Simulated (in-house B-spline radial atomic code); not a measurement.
Results of a calculation; reference values are marked as such.
# Softness against transferability: the 3s channel of P

P, [Ne] 3s2 3p3, non-relativistic PBE, spherical and spin-unpolarised, from a B-spline radial code for spherical atoms (atomic units). The all-electron 3s level is ε = -0.510642 hartree, its outermost node lies just inside 0.67 bohr and its outer maximum at 1.57 bohr.

Troullier-Martins pseudo-orbitals are made for several radii. The cutoffs (hartree) are the plane-wave energies beyond which the orbital holds less than the named kinetic energy per electron. The phase error is the difference, pseudo minus all-electron, of arctan(R P'/P) at R = 2.5 bohr for all radii, half a hartree below and above the level.

| r_c (bohr) | V_l(0) (hartree) | cutoff for 10 mEh | for 1 mEh | for 0.1 mEh | phase error at ε − 0.5 (mrad) | at ε + 0.5 (mrad) |
| --- | --- | --- | --- | --- | --- | --- |
| 1.18 | -4.17 | 18.7 | 43.1 | 81.9 | -1.3 | -2.8 |
| 1.37 | 1.59 | 6.62 | 19.2 | 38.7 | -0.9 | -1.7 |
| 1.57 | 2.30 | 6.77 | 18.2 | 25.6 | -0.8 | -1.5 |
| 1.78 | 1.42 | 6.2 | 16.6 | 23.4 | -1.2 | -2.3 |
| 1.98 | 0.60 | 5.38 | 13.7 | 19.7 | -2.3 | -4.2 |
| 2.2 | -0.02 | 4.5 | 10 | 16.1 | -4.6 | -8.1 |

(1) Which radius needs the lowest cutoff for 0.1 mEh while both phase errors stay within 2.9 mrad?

(2) What does the larger radius buy, and what does it cost?

## Answers

(1) The radii within that limit are 1.18, 1.37, 1.57, 1.78 bohr; of these r_c = 1.78 needs the least, 23.4 hartree, that is 46.8 Ry or 637 eV.

(2) From r_c = 1.18 to 2.2 bohr the cutoff for 1 mEh goes from 43.1 to 10 hartree, a factor of 4.31, against 3.48 for a pure 1/r_c² scaling, end to end; step by step it is 43.1, 19.2, 18.2, 16.6, 13.7, 10, and for 0.1 mEh 81.9, 38.7, 25.6, 23.4, 19.7, 16.1; the number of plane waves goes as the cutoff to the power 3/2, here a factor of 8.9. The larger of the two phase errors is least at r_c = 1.57 bohr, 1.5 mrad; it is 2.8 at the smallest radius and 8.1 at the largest. These errors test the reference atom alone. The smallest radius lies well inside the outer maximum, where the nodeless form must bend sharply to keep the norm, so it is both harder and scatters less well than the next. Large radii also let the cores of neighbours overlap, which an atom doesn't show.
